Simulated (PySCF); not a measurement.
Calculation: B3LYP-D3(BJ)/def2-TZVP // BP86-D3(BJ)/def2-SVP in PySCF. All species are isolated molecules in the gas phase. One relaxed conformer stands for a flexible species; it need not be the lowest. B3LYP has the VWN-RPA correlation part, as in Gaussian. 

Reference species: [Ti(NH2)4] (neutral, multiplicity 1).

```yaml
HOMO: -6.55 eV
LUMO: -0.98 eV
mean_distance_from_the_central_atom_to_its_bonded_neighbours: 1.899 Å
charge on the central atom (Mulliken): 1.61 e
```

Changed species: [Nb(=O)(NH2)3] (M = Nb, oxo; the reference has M = Ti).

Question: Give the shifts of the HOMO, LUMO, mean distance from the central atom to its bonded neighbours and charge on the central atom (Mulliken).

Answer: the HOMO hardly moves; the LUMO goes up by 0.22 eV, to -0.76 eV; the mean distance from the central atom to its bonded neighbours rises by 0.032 Å, to 1.931 Å; the charge on the central atom (Mulliken) increases by 0.14 e, to 1.75 e.
